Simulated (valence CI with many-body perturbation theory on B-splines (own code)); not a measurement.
## Mn²⁰⁺: key properties

Computed by relativistic CI+MBPT: three valence electrons over a frozen Dirac-Fock core [He], radial functions for each j: 11 s, 11 p, 10 d, 8 f, 5 g, 2 h, with the one-electron correlation potential Σ1 (screened to all orders), the two-electron term Σ2, the three-electron term Σ3, Breit, model QED; selected single and double excitations, second order for the rest, scaled by the run's own slope (own B-spline code, finite nucleus).

No measured levels were compared; by estimate levels of excited configurations hold to 0.05 to 0.15 % of their energy, terms of the ground configuration to about 0.5 %.

Names give the largest LS component (configuration and term), which can be under half, so a name can repeat, a term be missing and a line seem to break the LS rules; names also repeat where a configuration has a term twice.

Rates and lifetimes use the calculated energies. Strong lines usually hold to 10 to 20 %, long lifetimes can be off by a factor of two.

Question: What is the ground level?

Answer: 2s²2p ²P°_1/2, composition 98 % 2s²2p ²P° + 2 % 2p³ ²P°, g = 0.661.

Question: Where does the other parity begin?

Answer: At 2s2p² ⁴P_1/2, 47.0 eV.

Question: How is the term ²P° of the ground level split?

Answer: J = 1/2 at 0.0, J = 3/2 at 12.3 eV.

Question: How well does LS coupling describe the low levels?

Answer: Among the lowest 20 levels the leading LS term, summed over configurations, holds 93 % on average. For single configurations the figures are 91 % in LS and 80 % in jj coupling. Terms mix most in the J = 1/2 level at 113.0 eV, where the leading one holds 57 %.

Question: Among levels below 1361.3 eV, which E1 lines absorb most strongly from the ground level?

Answer: to 2s²3d ²D_3/2 at 1.286 nm, f = 0.670; to 2s2p3p ⁴S_3/2 at 1.247 nm, f = 0.170; to 2s²4d ²D_3/2 at 0.9816 nm, f = 0.124.
